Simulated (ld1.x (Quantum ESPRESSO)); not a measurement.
arsenic TM: all-electron and pseudo phase curves

```
Element                 : As (Z = 33)
Generator               : ld1.x (Quantum ESPRESSO) 7.5
Type                    : norm-conserving Troullier–Martins (Kleinman–Bylander form)
Functional              : revPBE
Relativity              : scalar-relativistic
Frozen core             : [Ar] 3d10
Valence charge          : 5
Reference configuration : 4s2 4p2 (charge +1)
Partial waves           : 4p (bound): rc 1.35 bohr; 4s (bound): rc 1.65 bohr
Local potential         : the s channel
Core correction         : a·sin(br)/r model core inside 1.20 bohr
```

The phase is arctan(r·u′/u) with u = r·R(r), unwrapped; energies in Ry, scanned from -4 to 5 Ry. A pole is an energy at which the radial function vanishes at the test radius. The pseudo phase is shifted by a multiple of π to meet the all-electron one at the reference energy, and phase errors are pseudo minus all-electron; the curves can meet again beyond the range given. Levels narrower than the energy grid can be missing from the lists of poles.

Problem. For each channel, where are the poles, and over which energies does the pseudopotential scatter like the atom?

Solution.

```
channel  radius (bohr)  reference energy (Ry)  poles, all-electron  poles, pseudo  unbroken range about the reference energy with phases within 0.05 rad  phase error 1 Ry above the reference energy (rad)
      s           1.79                  -1.71                 2.29           2.05                                                              below 4.6                                             -0.003
      p           1.79                  -0.98                 4.07           4.22                                                        the whole range                                             +0.002
```

Note: ghost state, extra bound levels that the all-electron valence spectrum of the same l lacks: p at -138.0 eV. A true bound ghost makes a file unfit for plane-wave use.

Phases in the p channel:

| E (Ry) | all-electron | pseudo |
| --- | --- | --- |
| -4.00 | 1.195 | 1.196 |
| -3.52 | 1.152 | 1.153 |
| -3.04 | 1.095 | 1.096 |
| -2.56 | 1.015 | 1.016 |
| -2.08 | 0.894 | 0.895 |
| -1.60 | 0.698 | 0.699 |
| -1.12 | 0.366 | 0.366 |
| -0.64 | -0.138 | -0.137 |
| -0.16 | -0.642 | -0.640 |
| 0.32 | -0.976 | -0.973 |
| 0.80 | -1.173 | -1.169 |
| 1.28 | -1.295 | -1.292 |
| 1.76 | -1.377 | -1.373 |
| 2.24 | -1.437 | -1.432 |
| 2.72 | -1.482 | -1.477 |
| 3.20 | -1.519 | -1.513 |
| 3.68 | -1.549 | -1.542 |
| 4.16 | -1.575 | -1.568 |
| 4.64 | -1.599 | -1.591 |
